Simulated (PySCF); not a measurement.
# Broadened absorption spectrum of C5H11BO

Compound: C5H11BO.
SMILES: `C=C1C[O+](C)[B@H-]1C`

Method: PySCF 2.14.0, density-fitted response routines, TDDFT CAM-B3LYP/def2-SVPD, vertical, gas phase, core orbitals frozen in the response. One conformer (not necessarily the lowest) at the GFN2-xTB geometry, without solvent, vibrations or thermal averaging.

Computed states:

| state | E (eV) | f |
| --- | --- | --- |
| S1 | 6.58 | 0.0017 |
| S2 | 6.65 | 0.043 |
| S3 | 6.69 | 0.211 |
| S4 | 6.93 | 0.115 |
| S5 | 7.50 | 0.0078 |
| S6 | 7.56 | 0.019 |
| S7 | 7.65 | 0.023 |
| S8 | 7.79 | 0.039 |

Each state is given a Gaussian of 0.3 eV full width at half maximum, with ε(max) = 2.175×10⁸ f / Δν̃ (Δν̃ the width in cm⁻¹). The cross-section is σ = 3.8235×10⁻²¹ ε cm², given in Mb (10⁻¹⁸ cm²). The width is an assumption, not a result. The curve ends short of the highest state used, and states not computed would add to its high-energy end.

(1) Give the broadened spectrum and its maxima.

(2) On this curve, what absorbance would a 10⁻⁵ mol/L sample give at 193 nm over a 1 cm path?

(3) Coming from long wavelengths, where does ε first pass 100 L mol⁻¹ cm⁻¹?

Results:

(1) 
E (eV), σ (Mb) and a bar:
```
     6.13       0.01 
     6.17       0.03 
     6.22       0.14 
     6.27       0.50 
     6.31       1.29 
     6.36       3.66 #
     6.41       8.99 ###
     6.45      16.59 #####
     6.50      31.26 ##########
     6.54      46.67 ###############
     6.59      67.62 ######################
     6.64      85.13 ###########################
     6.68      93.11 ##############################
     6.73      93.86 ##############################
     6.77      88.42 ############################
     6.82      77.81 #########################
     6.87      66.48 #####################
     6.91      57.77 ##################
     6.96      46.83 ###############
     7.00      37.66 ############
     7.05      26.18 ########
     7.10      16.11 #####
     7.14       9.94 ###
     7.19       4.95 ##
```

Maxima: 185 nm (6.71 eV), ε about 25000, made up of S2 (14%) and S3 (76%) (ε in L mol⁻¹ cm⁻¹; maxima over ε = 5, shares over 10%).

(2) 193 nm is 6.424 eV, where ε is about 2900 L mol⁻¹ cm⁻¹, so A = ε c l ≈ 0.029 (Beer–Lambert, with the gas-phase spectrum and the assumed width).

(3) At about 198 nm (6.26 eV), 0.32 eV below S1.
